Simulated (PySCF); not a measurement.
(E)-1,1-difluorobut-2-ene (C4H6F2), SMILES C/C=C/C(F)F. Coordinates come from a PBE0-D3(BJ)/def2-SVP optimisation. The values are those of a single conformer.

The numbers are results of PBE0-D3(BJ)/def2-SVP in PySCF, not measurements.

Harmonic wavenumbers (cm⁻¹): 92, 177, 200, 207, 374, 445, 556, 691, 828, 923, 1001, 1013, 1061, 1118, 1162, 1205, 1291, 1315, 1391, 1396, 1418, 1448, 1457, 1789, 3049, 3062, 3127, 3161, 3187, 3191. Rotational constants (GHz): 8.144, 1.886, 1.630; symmetry number 1.

**Question.** Work out the zero-point energy and the ideal-gas rigid-rotor harmonic-oscillator thermochemistry at 298.15 K and 1 atm.

**Answer.** ZPE = ½ Σ hcν = ½ × 41334 cm⁻¹ = 247.23 kJ/mol. H − E(el) = 266.87 kJ/mol. Entropy in J/(mol K): translation 165.15, rotation 112.77, vibration 57.58, total 335.51. G − E(el) = 166.84 kJ/mol. Cp = 100.23 J/(mol K). Modes under 150 cm⁻¹ make the vibrational entropy uncertain.
